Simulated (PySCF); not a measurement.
PySCF 2.14 output of an unrestricted MN15 calculation on a single atom or ion in aug-cc-pwCVTZ, with the non-relativistic Hamiltonian (point nucleus):

```
SCF conv_tol = 1e-09
number electrons alpha = 9  beta = 7
    H. S. Yu, X. He, S. L. Li, and D. G. Truhlar.,  Chem. Sci. 7, 5032-5051 (2016)
    H. S. Yu, X. He, S. L. Li, and D. G. Truhlar.,  Chem. Sci. 7, 5032-5051 (2016)
cycle= 1 E= -397.676268516462  delta_E= -0.0649  |g|= 0.11  |ddm|= 0.659
cycle= 2 E= -397.677346273135  delta_E= -0.00108  |g|= 0.0459  |ddm|= 0.121
cycle= 3 E= -397.677711960374  delta_E= -0.000366  |g|= 0.0105  |ddm|= 0.0431
cycle= 4 E= -397.67773646728  delta_E= -2.45e-05  |g|= 0.00093  |ddm|= 0.00863
cycle= 5 E= -397.677738374095  delta_E= -1.91e-06  |g|= 0.000216  |ddm|= 0.00372
cycle= 6 E= -397.677738412561  delta_E= -3.85e-08  |g|= 3.22e-05  |ddm|= 0.00051
cycle= 7 E= -397.677738413733  delta_E= -1.17e-09  |g|= 1.66e-06  |ddm|= 9.44e-05
cycle= 8 E= -397.677738413735  delta_E= -2.05e-12  |g|= 2.24e-07  |ddm|= 6.69e-06
converged SCF energy = -397.677738413735  <S^2> = 2.005254  2S+1 = 3.0035006
```

The run itself started from symmetry-adapted Hartree-Fock orbitals and held the occupation by maximum overlap, on a logarithmic radial grid, so the iterations belong to that start.

**Question.** Which element, charge and spin multiplicity is this?

**Answer.** S (sulfur, neutral), multiplicity 3; the state was [Ne] 3s1 3p5, high-spin 3P determinant (an excited configuration).
